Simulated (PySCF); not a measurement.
## Computed properties of Mo(O)(NH)(NH2)(SH) (H4MoN2OS), SMILES [SH][Mo](=[O])([NH2])=[NH], multiplicity 1

Mo(O)(NH)(NH2)(SH) (H4MoN2OS), SMILES [NH]=[Mo]([NH2])(=[O])[SH], multiplicity 1. Geometry optimised at B3LYP-D3(BJ)/def2-SVP. The spin state was assumed, not searched. The structure was generated by enumeration; whether it is a known compound was not checked. The def2 effective core potentials stand for the cores of Mo; spin–orbit coupling is left out. Other conformers were not sampled. All values are computed for the isolated molecule unless a solvent is named; none is compared with measurement here.

**Structure.** All 21 harmonic modes at B3LYP-D3(BJ)/def2-SVP (PySCF) are real, so it is a minimum. With heavy atoms numbered as in [Mo:1](=[O:2])(=[NH:3])([NH2:5])[SH:8], the shortest bond between them is Mo1–O2 at 1.691 Å and the longest Mo1–S8 at 2.372 Å.

**Vibrations.** The strongest infrared lines (harmonic, unscaled, degenerate partners summed) lie at 740 cm⁻¹ (148 km/mol, N 48 %, H 38 %, Mo 13 %), 533 cm⁻¹ (147 km/mol, H 74 %, N 23 %), 477 cm⁻¹ (146 km/mol, H 77 %, N 22 %). The softest mode is at 158 cm⁻¹ and the zero-point energy is 32.4 kcal/mol.

**Electronic structure.** PBE0/def2-TZVP (PySCF) places the frontier levels at -7.35 and -2.05 eV, a gap of 5.30 eV, and gives a dipole moment of 2.59 D and a mean polarisability of 79.1 bohr³. PBE/def2-TZVP (PySCF) at the same geometry gives -6.15 and -2.74 eV, so its gap is 1.89 eV narrower. An orbital gap is neither the optical nor the fundamental gap.

**Excitations.** TDDFT-B3LYP/def2-SVPD (PySCF) has S1 at 3.93 eV (316 nm, f = 0.005, weak); the most intense of the 10 singlets computed lies at 4.05 eV (f = 0.06). T1 (TDA) is at 3.31 eV. TDDFT-PBE/def2-SVPD (PySCF) puts S1 at 3.54 eV. No vertical singlet excitation falls in the visible range (under 3.1 eV).
